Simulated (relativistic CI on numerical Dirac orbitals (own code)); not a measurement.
**Pd⁵⁺: M2,3 absorption edge**

Computed with this model: Dirac-Coulomb-Breit CI, separate exchange-only KLI orbitals for each configuration, a model potential for QED, valence Slater integrals scaled by 0.8, multiplet model of core-to-valence dipole absorption; configurations [Kr] 4d5 → [Ne] 3s2 3p5 3d10 4s2 4p6 4d6; 300 K; Lorentzian 1.2 eV and Gaussian 0.4 eV FWHM. Energies are those of the free ion, without screening or charge transfer. The branching ratio is the share of the lower-energy edge in the whole absorption, uncertain by about 0.02 where the edges overlap. S is read from ⟨S²⟩ = S(S + 1).

Field parameters in Wybourne normalisation: Oh B⁴₀ = 21Dq, B⁴₄ = √(5/14) B⁴₀. The field is a parameter set, without covalency.

free ion: ground-state S = 2.48, centroid 549.77 eV, branching ratio 0.776. Peaks (eV, height): 543.2 (100), 571.8 (29).

Oh, 10Dq = 8500 cm⁻¹: ground-state S = 2.48, centroid 549.68 eV, branching ratio 0.779. Peaks (eV, height): 543.5 (100), 571.5 (29).

Oh, 10Dq = 19250 cm⁻¹: ground-state S = 2.38, centroid 548.86 eV, branching ratio 0.805. Peaks (eV, height): 542.2 (100), 544.5 (66), 570.8 (22), 573.2 (20).

Oh, 10Dq = 29950 cm⁻¹: ground-state S = 0.57, centroid 547.56 eV, branching ratio 0.843. Peaks (eV, height): 540.8 (47), 543.2 (100), 571.8 (24).

Oh, 10Dq = 40650 cm⁻¹: ground-state S = 0.53, centroid 548.64 eV, branching ratio 0.822. Peaks (eV, height): 540.2 (47), 544.2 (100), 572.5 (29).

The statistical ratio of this edge is 2/3 = 0.667. Values above it arise where the holes sit mainly in the j = l + 1/2 valence subshell or the ground state has high spin; values below it where core-valence Coulomb terms move weight to the upper edge, as in nearly empty shells.

Strongest unbroadened transitions for Oh, 10Dq = 8500 cm⁻¹:

| Energy (eV) | Relative strength |
| --- | --- |
| 542.45 | 23.0 |
| 542.50 | 96.9 |
| 542.72 | 100.0 |
| 542.83 | 32.0 |
| 542.87 | 34.8 |
| 542.88 | 26.1 |
| 543.14 | 40.6 |
| 543.29 | 32.6 |
| 543.69 | 64.3 |
| 543.73 | 84.1 |
| 543.81 | 41.8 |
| 543.86 | 25.8 |
| 543.94 | 33.5 |
| 543.98 | 54.6 |
| 571.15 | 23.9 |
| 571.21 | 36.6 |
| 571.79 | 42.7 |
| 572.74 | 20.9 |
